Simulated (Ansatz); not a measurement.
CH$_{8}$O$_{3}$Si$_{2}$, SMILES `C[SiH](O)[SiH](O)O`. The species carries charge 0 and has multiplicity 1. The structure was optimised at the PBE0-D4/def2-TZVP level. It is one conformer, not always the lowest.

```xyz
14

C    -0.479    2.122    0.114
Si   -0.362    0.354    0.709
O    -1.799   -0.466    0.498
Si    1.043   -0.995   -0.603
O     1.880   -1.961    0.436
O     0.049   -1.824   -1.624
H    -0.747    2.166   -0.944
H     0.485    2.624    0.241
H    -1.224    2.685    0.681
H     0.003    0.372    2.157
H    -2.545   -0.224    1.049
H     2.001   -0.296   -1.503
H     2.524   -2.564    0.060
H    -0.830   -1.991   -1.273
```

Q: What is the dipole moment at B3LYP/def2-TZVPP? (Estimate.)

A: Computed: 1.53 D, with components (-0.88, 0.94, 0.82) D in this frame, pointing from negative to positive charge.

Q: And with PBE, r2SCAN, ωB97M-V? (An estimate is asked.)

A: Computed: PBE 1.45 D, r2SCAN 1.49 D, ωB97M-V 1.53 D.

Q: Give the Mulliken charges with B3LYP, ωB97M-V, PBE in def2-TZVPP. (Estimate.)

A: Ansatz gave: 
| atom | B3LYP | ωB97M-V | PBE |
| --- | --- | --- | --- |
| C1 | -0.38 | -0.44 | -0.37 |
| Si2 | 0.41 | 0.36 | 0.33 |
| O3 | -0.42 | -0.41 | -0.38 |
| Si4 | 0.55 | 0.49 | 0.45 |
| O5 | -0.39 | -0.37 | -0.34 |
| O6 | -0.39 | -0.38 | -0.35 |
| H7 | 0.11 | 0.13 | 0.11 |
| H8 | 0.10 | 0.12 | 0.11 |
| H9 | 0.09 | 0.11 | 0.09 |
| H10 | -0.11 | -0.06 | -0.10 |
| H11 | 0.18 | 0.17 | 0.18 |
| H12 | -0.12 | -0.07 | -0.11 |
| H13 | 0.18 | 0.17 | 0.18 |
| H14 | 0.20 | 0.20 | 0.20 |

B3LYP here is the variant with VWN-RPA as its local correlation; programs differ in this.
